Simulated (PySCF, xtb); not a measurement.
C₃H₁₀Si, SMILES C[SiH](C)C.

GFN2-xTB in xtb at its own geometry gives an orbital gap of 6.87 eV and a dipole moment of 0.38 D.

The structure is a stationary point at PBE0-D3(BJ)/def2-SVP. The isomer is the one that the SMILES or the coordinates give; other isomers of the formula were not compared.

Problem. What does PBE/def2-TZVP run with PySCF give? (Estimate from the structure and the level; the computed values follow.)

Solution. gap 7.52 eV (levels -7.22 and 0.30 eV), dipole 0.60 D.
